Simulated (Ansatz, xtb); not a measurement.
## Relative energy of two structures of CH3AlZn

We compare a, a triplet given by its coordinates, with b, `[Al][CH2][ZnH]`, a singlet. Both are isolated molecules in the gas phase, relaxed with PBE0-D3(BJ)/def2-SVP.

a (Å):

```xyz
6

C     0.4025    1.1793   -0.8375
Al    0.9834    0.8004    1.0176
Zn    0.1740   -0.1244    3.1358
H    -0.6486    0.8512   -0.9275
H     0.4401    2.2534   -1.0750
H     0.9923    0.6218   -1.5812
```

Close contacts (Å): C1–Al2 1.98, Al2–Zn3 2.45, C1–H4 1.10, C1–H5 1.10, C1–H6 1.10.

b (Å):

```xyz
6

C     1.1306   -1.6028    0.1953
Al    2.8883   -2.2348   -0.4098
Zn   -0.4737   -2.2301   -0.6989
H     1.1110   -0.4932    0.1291
H     1.0111   -1.8631    1.2695
H    -1.7504   -2.7354   -1.4179
```

Task: Which of the two would you expect CCSD(T)/def2-TZVP electronic energies to favour?

Result: Structure b; the calculation gives E(b) − E(a) = −20.8 kcal/mol.

The same difference at several levels:

| level | geometry | E(b) − E(a) (kcal/mol) | departure from the last row (kcal/mol) | job, with rough time for the two |
| --- | --- | --- | --- | --- |
| PBE0-D3(BJ)/def2-SVP | PBE0-D3(BJ)/def2-SVP | −18.2 | +2.5 | optimisation, 5.4 min |
| HF/def2-TZVP | PBE0-D3(BJ)/def2-SVP | −3.8 | +17.0 | part of the CCSD(T) run |
| MP2/def2-TZVP | PBE0-D3(BJ)/def2-SVP | −25.6 | −4.8 | part of the CCSD(T) run |
| CCSD(T)/def2-TZVP | PBE0-D3(BJ)/def2-SVP | −20.8 |  | single point, 5.5 min |

The levels shown agree on the order. The largest departure from CCSD(T)/def2-TZVP is that of HF/def2-TZVP, 17.0 kcal/mol. At CCSD(T)/def2-TZVP a singlet with the links of a lies below this triplet. Levels run at GFN2-xTB geometries aren't shown.

With harmonic frequencies from PBE0-D3(BJ)/def2-SVP (ideal gas, rigid rotor, one conformer each, 298.15 K, 1 atm): the zero-point term adds −3.2 kcal/mol; ΔH is −24.3 and ΔG −22.2 kcal/mol.

The T1 diagnostic of structure a is large, so the coupled-cluster value is less sure. Open shells are spin-unrestricted. The correlated steps freeze 11 core orbitals; the last core shell of Zn is correlated, in a basis made for valence electrons. ΔG holds the spin degeneracy. Programs: Ansatz 0.2.0; the last row on 1 thread of Arm Neoverse V1 on a shared host.
